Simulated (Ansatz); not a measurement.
Born–Oppenheimer molecular dynamics of FH2NSSi (6 atoms, charge 0, multiplicity 1). It starts from a relaxed structure.

Theory: RKS LDA/6-31G in Ansatz 0.2.0.

```
ensemble        : NVT, Nosé–Hoover chain
time step       : 0.5 fs
steps asked     : 400
set temperature : 300 K
thermostat      : time constant 20 fs, chain length 5
seed            : 746880
```

First frame:

```xyz
6
Properties=species:S:1:pos:R:3
N 1.405 0.149 -0.827
Si 0.299 -0.378 0.238
F 0.757 -1.618 1.266
S -1.783 -0.031 0.886
H 1.365 0.880 -1.544
H -2.044 0.997 -0.020
```

Question: How far do the bonds stretch over the last three quarters of this one trajectory? (Pairs bonded in most of those frames.)

Answer: 
| bond | mean (Å) | spread (Å) | shortest | longest |
| --- | --- | --- | --- | --- |
| N1–Si2 | 1.623 | 0.040 | 1.57 | 1.70 |
| N1–H5 | 1.028 | 0.018 | 1.00 | 1.07 |
| Si2–F3 | 1.693 | 0.022 | 1.65 | 1.74 |
| Si2–S4 | 2.172 | 0.044 | 2.10 | 2.23 |
| S4–H6 | 1.395 | 0.007 | 1.38 | 1.41 |

Mean temperature of the second half: 270 K. The conserved energy stayed within 0.04 meV per atom of its start (net change -0.0053 meV per atom), so the integration is sound. A run of 0.2 ps of so small a system gives no equilibrium averages. Limits of this set-up: no polarisation functions.

The run took 7.1 min on 1 thread of Arm Neoverse V1 (shared host), peak memory 0.081 GiB.
